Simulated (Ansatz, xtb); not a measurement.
# C2H8BSi: which of two isomers lies lower

Structure a: `CB[SiH]C`, a doublet. Structure b: `CBC[SiH2]`, a doublet. Both are isolated molecules in the gas phase, relaxed with r2SCAN-D4/def2-SVP; the shapes shown needn't be the lowest conformers.

a (Å):

```xyz
12

C    -0.5941   -1.2128   -1.9805
C    -0.3657    1.7697    1.8188
B    -0.8015   -0.6483   -0.5296
Si   -0.1345    1.0668    0.0918
H    -0.0298   -0.5725   -2.6751
H    -0.0863   -2.1940   -1.9252
H    -1.5781   -1.4331   -2.4352
H    -1.4183   -1.3087    0.2838
H     0.6442    2.0055   -0.7782
H    -0.9360    1.0703    2.4487
H    -0.9071    2.7299    1.7889
H     0.6057    1.9610    2.3045
```

b (Å):

```yaml
atoms:
  - { symbol: C, position_ang: [-0.9408, 0.9455, -0.6459] }
  - { symbol: C, position_ang: [0.0167, 2.0646, 1.6710] }
  - { symbol: B, position_ang: [0.2215, 1.2528, 0.3592] }
  - { symbol: Si, position_ang: [-0.3164, 0.6394, 2.8761] }
  - { symbol: H, position_ang: [-0.9567, -0.1110, -0.9635] }
  - { symbol: H, position_ang: [-1.9473, 1.2377, -0.3073] }
  - { symbol: H, position_ang: [-0.7230, 1.5128, -1.5726] }
  - { symbol: H, position_ang: [1.3317, 0.8162, 0.1249] }
  - { symbol: H, position_ang: [-0.8691, 2.7209, 1.6862] }
  - { symbol: H, position_ang: [0.9091, 2.5909, 2.0455] }
  - { symbol: H, position_ang: [0.8536, -0.2759, 3.0413] }
  - { symbol: H, position_ang: [-1.5418, -0.1442, 2.5279] }
```

Question: Estimate which is lower in electronic energy at CCSD(T)/def2-SVP + ΔMP2/def2-TZVPP, and by roughly how much.

Answer: Too close to call at this level: CCSD(T)/def2-SVP + ΔMP2/def2-TZVPP gives E(b) − E(a) = −1.02 kcal/mol.

The same difference at several levels:

| level | geometry | E(b) − E(a) (kcal/mol) | departure from the last row (kcal/mol) | job, with rough time for the two |
| --- | --- | --- | --- | --- |
| GFN2-xTB | GFN2-xTB | +6.38 | +7.39 | optimisation, 0.23 s |
| HF/STO-3G | GFN2-xTB | −4.25 | −3.23 | single point, 0.28 s |
| r2SCAN-D4/def2-SVP//GFN2-xTB | GFN2-xTB | −1.14 | −0.13 | single point, 5.7 s |
| r2SCAN-D4/def2-SVP | r2SCAN-D4/def2-SVP | −0.30 | +0.71 | optimisation, 2.1 min |
| HF/def2-SVP | r2SCAN-D4/def2-SVP | −3.35 | −2.33 | part of the CCSD(T) run |
| MP2/def2-SVP | r2SCAN-D4/def2-SVP | −2.93 | −1.92 | part of the CCSD(T) run |
| CCSD(T)/def2-SVP | r2SCAN-D4/def2-SVP | −1.86 | −0.84 | single point |
| CCSD(T)/def2-SVP + ΔMP2/def2-TZVPP | r2SCAN-D4/def2-SVP | −1.02 |  | single point, 53 s |

As drawn, b has 1 C–B, 1 Si–H in place of 1 B–Si, 1 C–H.

GFN2-xTB puts the two in the other order. r2SCAN-D4/def2-SVP finds them nearly level. The largest departure from CCSD(T)/def2-SVP + ΔMP2/def2-TZVPP is that of GFN2-xTB, 7.39 kcal/mol. The last row adds to CCSD(T) the change of the MP2 difference between the two basis sets, here +0.84 kcal/mol.

With harmonic frequencies from r2SCAN-D4/def2-SVP (ideal gas, rigid rotor, one conformer each, 298.15 K, 1 atm): on the last row, ΔE + ΔZPE = −2.02, ΔH = −2.32, ΔG = −1.63 kcal/mol.

Open shells are spin-unrestricted. The correlated steps freeze 8 core orbitals. Mirror images aren't counted in ΔG. Codes used: Ansatz 0.2.0, xtb 6.7.1; the last row on 2 threads of Arm Neoverse V2 on a shared host.
